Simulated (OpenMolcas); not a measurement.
A ladder of methods for CHClFGeN (SMILES N#[C][GeH]([F])[Cl])

CHClFGeN has 6 atoms, charge 0, and is taken as a singlet. As SMILES, `N#[C][GeH]([F])[Cl]`. The shape is that of a PBE0-D4/def2-TZVP optimisation.

Quantity: the vertical energy of the triplet above the singlet, in eV. The values are calculated.

```tsv
level	kind	program	value (eV)	CPU time (all runs)
HF/cc-pVDZ	Hartree–Fock	OpenMolcas	7.33	40 s
SVWN5/cc-pVDZ	LDA	OpenMolcas	6.10	90 s
PBE/cc-pVDZ	GGA	OpenMolcas	6.05	2.4 min
revPBE/cc-pVDZ	GGA	OpenMolcas	6.03	2.2 min
r2SCAN/cc-pVDZ	meta-GGA	OpenMolcas	5.94	3.2 min
BHLYP/cc-pVDZ	global hybrid	OpenMolcas	5.88	1.9 min
M06-2X/cc-pVDZ	hybrid meta-GGA	OpenMolcas	6.40	3 min
PBE0/cc-pVDZ	global hybrid	OpenMolcas	6.01	2.6 min
```

All-electron rows without a relativistic Hamiltonian named are non-relativistic. The values span 5.88 to 7.33 eV. Times are those of the runs behind each value, whatever else they computed, on shared processors of several kinds: orders of magnitude only.
